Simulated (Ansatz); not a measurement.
```yaml
crystal:
  periodic: [false, false, false]
  atoms:
    - {symbol: B, position_ang: [-1.458931, 0.510162, -1.390056]}
    - {symbol: Sn, position_ang: [0.374172, 0.667925, -0.099393]}
    - {symbol: C, position_ang: [0.721651, -1.055515, 1.131373]}
    - {symbol: H, position_ang: [-2.120915, -0.484598, -1.422163]}
    - {symbol: H, position_ang: [-1.797397, 1.429016, -2.074550]}
    - {symbol: H, position_ang: [0.269578, 2.047060, 0.916445]}
    - {symbol: H, position_ang: [1.753256, 0.905792, -1.093783]}
    - {symbol: H, position_ang: [-0.119143, -1.205376, 1.809189]}
    - {symbol: H, position_ang: [0.830969, -1.942403, 0.506603]}
    - {symbol: H, position_ang: [1.629859, -0.923263, 1.719337]}
basis:
  gaussian: {orbitals: def2-SVPD}
hamiltonian: {xc: {name: CAM-B3LYP}, dispersion: d3bjatm}
scf: {lower_state_search: light}
```

```sh
$ ansatz run in.yaml --threads 2 --pin off --events-out ev --progress --plain --max-ram 4352MiB
```

Output, abridged:

```
Functional definition: CAM-B3LYP
1178 factors; their error is unknown
514 factors; integrals over basis functions are off by at most 6.5e-6 eV
mean field evaluation 1: about -7650.4665 eV, gradient 3.8e1 eV
mean field evaluation 2: about -7650.5716 eV, gradient 3.6e1 eV
mean field evaluation 4: about -7653.9683 eV, gradient 7.1e-1 eV
mean field evaluation 8: about -7654.0184 eV, gradient 1.6e-1 eV
mean field -7654.01844813 eV, -281.2799898886 hartree, gradient 4.1e-5 eV, S^2 0.000000; 0 other end points of the search recorded, 0 dependent functions left out
reference -7654.01859828 eV, -281.2799954067 hartree; 20, 20 occupied and 108, 108 virtual orbitals, 1178 factors
Total energy: -7654.16649604 eV, -281.2854305492 hartree
```

It took 2.5 s on 2 threads of an Arm Neoverse V1 on a shared host, with 0.39 GiB of host memory at the peak.
